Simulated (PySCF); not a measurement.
C5H12Se, SMILES CC(C)CC[SeH] at its GFN2-xTB optimised geometry (Å):

```
18

C      1.9093     0.6100     1.3010
C      1.3432     0.0452     0.0000
C      1.8537    -1.3784    -0.2163
C     -0.1906     0.0452     0.0000
C     -0.7812     1.4433     0.0000
Se    -2.7458     1.4263    -0.2108
H      1.5354     0.0463     2.1534
H      1.6387     1.6547     1.4302
H      2.9948     0.5427     1.2975
H      1.6894     0.6689    -0.8324
H      1.4835    -1.7832    -1.1554
H      2.9407    -1.3931    -0.2424
H      1.5214    -2.0265     0.5919
H     -0.5508    -0.5042     0.8742
H     -0.5415    -0.4835    -0.8899
H     -0.4190     2.0265    -0.8490
H     -0.5674     1.9869     0.9201
H     -2.9948     0.6470     0.9822
```

Level of theory: PBE/def2-SVP (PySCF 2.14.0).

Map of the LUMO amplitude (bohr^(-3/2)) on the plane z = 0.8 Å; orbital energy -0.38 eV, overall sign arbitrary:

```
|6666666666666666666666666|
|6666666666666666666666666|
|6666666666666666666666666|
|6666666555555556666666666|
|6666665555555555566666666|
|6777665555555455556666666|
|7778765566654445556666666|
|7789875578743445566666666|
|7899975589843345666666666|
|7889854579853456776666666|
|6777412468754456776656666|
|6665301356655567766555666|
|6655322355666677665555666|
|6655433445667776655556666|
|6655544455566666555566666|
|6665555555566666555666666|
|6666655555556666666666666|
|6666666655556666666666666|
|6666666666666666666666666|
|6666666666666666666666666|
|6666666666666666666666666|
|6666666666666666666666666|
|6666666666666666666666666|
|6666666666666666666666666|
|6666666666666666666666666|
```
Scale: ten equal steps from -0.098 (start of '0') to 0.053 (end of '9'), in the order '0123456789'; x runs from -5.00 to 5.00, y from -5.00 (bottom) to 5.00 (top).
